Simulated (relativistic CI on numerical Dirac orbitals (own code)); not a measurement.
Transition arrays of Ag XXIII

These numbers are calculated, not measured: Dirac-Coulomb-Breit CI, separate exchange-only KLI orbitals for each configuration, QED by a radiative potential, valence Slater integrals scaled by 0.9, whole transition arrays (own radial code, finite nucleus).

Configuration list (outside the closed core [Ne] 3s2): 3p6.3d7, 3p6.3d6.4f, 3p5.3d8, 3p6.3d6.4p, 3p6.3d6.5f. Levels of other configurations are missing.

All E1 lines from the levels of 3p6.3d7; mean and standard deviation are weighted by gf, and upper levels are sorted by their leading configuration.

| Upper configuration | Lines | Σgf | Mean (eV) | Mean (nm) | σ (eV) | Strongest line (nm) |
| --- | --- | --- | --- | --- | --- | --- |
| 3p6.3d6.4f | 2825 | 549.9 | 627.13 | 1.977 | 6.35 | 1.960 |
| 3p5.3d8 | 466 | 68.3 | 211.13 | 5.872 | 16.73 | 5.355 |
| 3p6.3d6.4p | 1718 | 37.7 | 481.53 | 2.575 | 6.02 | 2.589 |
| 3p6.3d6.5f | 2825 | 210.5 | 792.52 | 1.564 | 7.04 | 1.550 |

Σgf per state of the lower configuration in bins of 0.2 nm over the central range (centre: value): 1.5: 1.73, 1.9: 3.97, 2.1: 0.61, 2.5: 0.26, 2.7: 0.05, 5.3: 0.12, 5.5: 0.08, 5.7: 0.06, 5.9: 0.06, 6.1: 0.05.

How do configuration mixing and the scaling of the Slater integrals move the arrays?

Slater scale 0.9, no configuration mixing: 3p6.3d6.4f 627.6 ± 6.5 eV (Σgf 574.0), 3p5.3d8 211.8 ± 16.9 eV (Σgf 74.9), 3p6.3d6.4p 481.6 ± 6.0 eV (Σgf 34.8), 3p6.3d6.5f 792.0 ± 7.0 eV (Σgf 161.4); Slater scale 1: 3p6.3d6.4f 628.5 ± 6.9 eV (Σgf 551.9), 3p5.3d8 212.0 ± 17.5 eV (Σgf 67.9), 3p6.3d6.4p 481.7 ± 6.6 eV (Σgf 38.1), 3p6.3d6.5f 793.1 ± 7.7 eV (Σgf 211.6); Slater scale 0.8: 3p6.3d6.4f 625.8 ± 5.8 eV (Σgf 547.8), 3p5.3d8 210.2 ± 16.0 eV (Σgf 68.8), 3p6.3d6.4p 481.4 ± 5.5 eV (Σgf 37.4), 3p6.3d6.5f 791.9 ± 6.4 eV (Σgf 209.4). With mixing, levels are counted to their leading configuration, so an array can shrink or vanish into another, and the sums then hold other lines.
